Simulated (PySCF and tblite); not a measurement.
Results of a calculation; reference values are marked as such.
C₅H₁₇FSi₄, numbered as in [CH3:1][Si:2]1([CH3:3])[CH2:4][Si@@H:5]([F:6])[CH2:7][Si@H:8]([SiH3:9])[CH2:10]1: conformational analysis

The ensemble was built from 60 distance-geometry starts (ETKDG, MMFF94s, GFN2-xTB) and rests on GFN2-xTB geometries. Energies: PBE0-D3(BJ)/def2-SVP (IEF-PCM, dimethylsulfoxide), with GFN2-xTB thermal terms (modes under about 100 cm⁻¹ blended into free rotors). Symmetry numbers and mirror images are counted. Conformers within 2.5 kcal/mol (GFN2-xTB free energy) were kept, 3 at most. GIAO shieldings: B97-2/pcSseg-1 (IEF-PCM, dimethylsulfoxide). Shifts are against TMS (¹H), TMS (¹³C), TMS (²⁹Si) at the same level; of two unlike H on one atom, a is the less shielded. Run with PySCF (density fitting) and tblite.

The 6-ring runs over atoms 2–4–5–7–8–10.

```tsv
conformer	shape	symmetry	E(GFN2) kcal/mol	E(DFT) kcal/mol	G(298.15 K) kcal/mol	weight %	dipole D
1	6-ring chair (C1, F6 axial)	C1	0.00	0.00	0.00	84.2	2.89
2	6-ring chair (C3, Si9 axial)	C1	0.23	0.66	1.16	12.0	2.66
3	6-ring twist-boat (ring torsions 62, -25, -32, 62, -29, -33°)	C1	0.29	1.32	1.82	3.9	1.31
```

Weights (%) against temperature:

```json
{"T (K)": "250", "1": "87.8", "2": "9.6", "3": "2.6", "S(mix) cal/mol/K": "0.86"}
{"T (K)": "298.15", "1": "84.2", "2": "12.0", "3": "3.9", "S(mix) cal/mol/K": "1.04"}
{"T (K)": "350", "1": "80.6", "2": "14.2", "3": "5.3", "S(mix) cal/mol/K": "1.21"}
```

Averaged shifts at 298.15 K. ¹H: 5.48 (H5, 1H), 4.49 (H8, 1H), 3.21 (H9, 3H), 0.25 (H7a, 1H), 0.21 (H1, 3H), 0.21 (H4a, 1H), 0.10 (H3, 3H), -0.12 (H10a, 1H), -0.13 (H7b, 1H), -0.15 (H10b, 1H), -0.16 (H4b, 1H) ppm. ¹³C: 4.8 (C4), 3.8 (C3), 0.6 (C1), -0.1 (C7), -0.3 (C10) ppm. ²⁹Si: 22.7 (Si5), 2.0 (Si2), -44.5 (Si8), -110.5 (Si9) ppm.

Coordinates of conformer 1 (Å):

```xyz
27

C    -1.601   -1.127    1.798
Si   -1.371   -0.653   -0.030
C    -2.581   -1.660   -1.111
C    -1.725    1.213   -0.269
Si   -0.430    2.347    0.510
F    -0.487    2.126    2.117
C     1.316    1.878   -0.041
Si    1.777    0.041    0.239
Si    3.865   -0.402   -0.662
C     0.421   -1.016   -0.590
H    -2.640   -1.040    2.101
H    -1.289   -2.149    1.988
H    -1.018   -0.477    2.441
H    -3.614   -1.472   -0.833
H    -2.405   -2.726   -1.006
H    -2.476   -1.415   -2.163
H    -2.701    1.448    0.153
H    -1.796    1.432   -1.333
H    -0.731    3.771    0.373
H     1.430    2.114   -1.099
H     2.036    2.503    0.486
H     1.725   -0.216    1.693
H     4.271   -1.800   -0.487
H     3.939   -0.151   -2.107
H     4.939    0.405   -0.072
H     0.641   -2.068   -0.413
H     0.484   -0.880   -1.670
```

Unscaled ²⁹Si shifts at such levels can be off by tens of ppm; differences between conformers or isomers are more reliable. Shifts are unscaled: against experiment ¹³C can be off by 15 ppm or more and ¹H by 0.8 ppm. For its torsions the set is small; conformers may be missing.

Search and properties took 6.9 min on 1 thread of Intel Xeon 6975P-C, on a host shared with other jobs (rough), launched as `OMP_NUM_THREADS=1 python ens_run.py task.json out`.


Conformer gaps in def2-SVP on xTB geometries can be 2 kcal/mol too large for S=O, P=O and other polar bonds.